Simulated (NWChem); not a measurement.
System: InI, singlet; SMILES [In][I]

```xyz
2

In     0.0000     0.0000    -1.4495
I      0.0000     0.0000     1.3401
```
Atoms are numbered in this order, from 1.

Level: PBE0/def2-SVP with def2 effective core potentials on In, I (NWChem), optimised geometry, unscaled harmonic frequencies. Low-valent species are run as closed-shell singlets; no triplet was tried in these runs. def2 effective core potentials on In, I; no spin-orbit coupling.

List the harmonic frequencies with IR intensities, and the thermochemistry.


| frequency (cm⁻¹) | IR intensity (km/mol) |
|---|---|
| 176 | 33.3 |

The zero-point energy is 0.3 kcal/mol, the thermal correction to the enthalpy at 298.15 K (with zero-point energy) is 2.7 kcal/mol and the heat capacity Cv comes out as 6.8 cal/(mol K). The entropy at 298.15 K and 1 atm (symmetry number 1) is 63.9 cal/(mol K).

Rigid rotor and harmonic oscillator.
